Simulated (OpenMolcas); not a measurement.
C II: thermal populations, the spin-orbit constant, worked from levels

```json
{
  "Program": "OpenMolcas",
  "Basis": "ANO-RCC-VQZP [5s4p3d2f1g]",
  "Scalar Hamiltonian": "DKH2, point nucleus",
  "Active space": "3 electrons in 9 orbitals (RAS2 2s 2p; RAS3 3d, at most 2 electrons)",
  "State averaging": "2S+1 = 4 odd, 1 root; 2S+1 = 2 odd, 11 roots; 2S+1 = 4 even, 3 roots; 2S+1 = 2 even, 9 roots",
  "Spin-orbit coupling": "state interaction with AMFI integrals over the reference wave functions, term energies averaged over their components"
}
```

Methods: RASSCF; MS-RASPT2, IPEA 0.25 Eh, imaginary shift 0.1 Eh (closed shells correlated: 1s). Measured levels: NIST Handbook of Basic Atomic Spectroscopic Data.

**Thermal populations.** Z = Σ (2J + 1) exp(-E/kT) with k = 0.695035 cm-1/K, over the levels below. No other level of either list lies under 90000 cm-1, which is above 7 kT at each temperature.

| Level | 2J + 1 | MS-RASPT2 | measured |
| --- | --- | --- | --- |
| 2s² 2p ²P°_1/2 | 2 | 0.0 | 0.0 |
| 2s² 2p ²P°_3/2 | 4 | 57.3 | 63.4 |
| 2s 2p² ⁴P_1/2 | 2 | 42420 | 43003 |
| 2s 2p² ⁴P_3/2 | 4 | 42440 | 43025 |
| 2s 2p² ⁴P_5/2 | 6 | 42480 | 43054 |
| 2s 2p² ²D_3/2 | 4 | 74750 | 74933 |
| 2s 2p² ²D_5/2 | 6 | 74750 | 74930 |

| T (K) | Z, MS-RASPT2 | Z, measured levels | Ground level (%), MS-RASPT2 | Ground level (%), measured levels |
| --- | --- | --- | --- | --- |
| 5000 | 5.935 | 5.928 | 33.7 | 33.7 |
| 8000 | 5.965 | 5.960 | 33.5 | 33.6 |
| 12000 | 6.048 | 6.040 | 33.1 | 33.1 |

At 12000 K, kT = 8340 cm-1, and the computed levels give Z = 2.000 + 3.973 + 0.012 + 0.025 + 0.037 + 0.001 + 0.001 = 6.048.

**The spin-orbit constant.** For the Hund term ²P° of p1, E(J) = (A/2) J(J+1) + constant and ζ = 2S·A = A. From J = 1/2 to J = 3/2 the energy changes by 1.5 A.

| Source | E(3/2) - E(1/2) | A | ζ |
| --- | --- | --- | --- |
| RASSCF | 57.0 | 38.0 | 38 |
| MS-RASPT2 | 57.3 | 38.2 | 38 |
| measured | 63.4 | 42.3 | 42 |

All in cm-1. MS-RASPT2 is off by -9.6 % and RASSCF by -10.1 %. Both methods take the spin-orbit matrix elements from the reference wave functions, so the second can move ζ only through the term energies and any multistate remixing.

CASPT2 does not keep the components of a term degenerate, so their means are used; among the terms shown or strongly mixed into the levels shown the widest spread is 14 cm-1 (2s 2p² ²D, MS-RASPT2). Active for correlation alone: 3d; no level in the range computed is led by a configuration that fills it, so any true level of that kind is missing. Without dynamic correlation excited terms often stand tens of per cent too high (terms of higher spin than the ground term too low), and those without a measured partner can miss by more than the paired ones (holds for RASSCF). Measured partners are found by configuration, term and J. A level has none where our copy of the source lacks it or the pairing is in doubt (some pairs that miss far off the trend of their configuration count as doubtful), and it then counts in no deviation. Only configurations of the active space appear.

° marks odd parity.
